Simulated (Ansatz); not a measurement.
GaH7OSi, SMILES `[SiH3][OH+][GaH3-]`. Charge 0, multiplicity 1. Correlated methods include outer-core shells of Ga, which these sets cover unevenly. Scalar relativity is left out up to krypton.

```json
{"atom": "Si1", "x (Å)": "0.361", "y (Å)": "0.803", "z (Å)": "-1.265"}
{"atom": "O2", "x (Å)": "0.676", "y (Å)": "0.331", "z (Å)": "0.322"}
{"atom": "Ga3", "x (Å)": "-0.628", "y (Å)": "-1.158", "z (Å)": "1.225"}
{"atom": "H4", "x (Å)": "1.391", "y (Å)": "1.810", "z (Å)": "-1.624"}
{"atom": "H5", "x (Å)": "-0.988", "y (Å)": "1.402", "z (Å)": "-1.369"}
{"atom": "H6", "x (Å)": "0.487", "y (Å)": "-0.418", "z (Å)": "-2.081"}
{"atom": "H7", "x (Å)": "0.932", "y (Å)": "1.014", "z (Å)": "0.948"}
{"atom": "H8", "x (Å)": "0.413", "y (Å)": "-2.302", "z (Å)": "1.504"}
{"atom": "H9", "x (Å)": "-1.530", "y (Å)": "-1.245", "z (Å)": "-0.072"}
{"atom": "H10", "x (Å)": "-1.113", "y (Å)": "-0.239", "z (Å)": "2.413"}
```

Question: Give the diagnostics of a CCSD(T)/def2-TZVPP run (frozen core, the Gaussian-basis code of Ansatz). (An estimate is asked.)

Answer: Computed: T1 = 0.0123, largest single amplitude 0.012, largest double 0.019, (T) share of the correlation energy 3.1 %, 8 CCSD cycles. The RHF solution is stable towards an unrestricted one. T1 lies under the customary mark of 0.02 for closed shells.
